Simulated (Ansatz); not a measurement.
Molecule: sum formula SnOF$_{2}$, charge 0, multiplicity 1. SMILES: [O]=[Sn]([F])[F]
Structure (B3LYP-D3(BJ)/def2-TZVP (Ansatz, an electronic-structure program) minimum search):
```xyz
4

Sn     0.0974    -0.0317    -0.0239
O      1.7879    -0.5810    -0.4380
F     -0.9473    -0.2670     1.5556
F     -1.1831     0.9594    -1.0337
```

Quantity: vertical electron affinity (to the doublet state of charge -1; a negative value means that the extra electron is unbound and the number depends on the basis; each state is the SCF solution reached for its spin), in eV. Valence correlation only, unless marked. Open shells are spin-unrestricted. Spin-orbit coupling is left out. Frozen are the shells of the preceding noble gas and the d and f shells that filled before the atom's block. In def2 rows, elements after Kr have scalar-relativistic effective core potentials. Anions need diffuse functions: def2-D sets add few. CBS marks a two-point X^-3 extrapolation of the correlation energy; Hartree-Fock from the larger set.

| level | program | vertical electron affinity (eV) |
|---|---|---|
| HF/def2-TZVPPD | Ansatz | 1.20 |
| r2SCAN/def2-TZVPD | Ansatz | 1.96 |
| wB97M-V/def2-TZVPD | Ansatz | 1.94 |
| MP2/def2-SVPD | Ansatz | 1.53 |
| RI-MP2/CBS(def2-TZVPPD,def2-QZVPPD) | Ansatz | 1.56 |
| SCS-MP2/def2-SVPD | Ansatz | 1.43 |
